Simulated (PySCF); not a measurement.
PySCF input for B(H)2(Me) (CH5B), SMILES BC, KT2/pcSseg-2. Geometry optimised at B3LYP-D3(BJ)/def2-TZVP.

```python
import numpy as np
from pyscf import gto, scf, dft
from pyscf.prop.nmr import rks as nmr

mol = gto.M(
    atom='''
    B     0.87027273    0.02093726    0.00000000
    H     1.48384851   -0.00878475    1.02426301
    H     1.48384850   -0.00878475   -1.02426301
    C    -0.68095852    0.01636221   -0.00000000
    H    -0.94507084   -1.05590928    0.00000000
    H    -1.14411936    0.43530961   -0.89466175
    H    -1.14411936    0.43530961    0.89466176
    ''',
    basis='pcSseg-2',
    charge=0,
    spin=0,
    max_memory=1600,
    verbose=3,
)
mf = dft.RKS(mol, xc='kt2')
mf.grids.level = 3
mf.conv_tol = 1e-10
mf.max_cycle = 100
mf.kernel()
n = nmr.NMR(mf)
n.verbose = 2
n.max_cycle_cphf = 60
sigma = n.kernel()
print('atom   isotropic/ppm   span/ppm')
for i, s in enumerate(sigma):
    w = np.linalg.eigvalsh((s + s.T) / 2)
    print(f'{mol.atom_symbol(i):2s}{i + 1:3d} {w.mean():14.3f} {w[2] - w[0]:11.3f}')
```

Program output:

```
converged SCF energy = -67.1498180370517
atom   isotropic/ppm   span/ppm
B   1          9.292     198.972
H   2         23.537      11.261
H   3         23.537      11.261
C   4        165.503      62.246
H   5         30.998       9.791
H   6         29.646       7.381
H   7         29.646       7.381
```

The run converged.
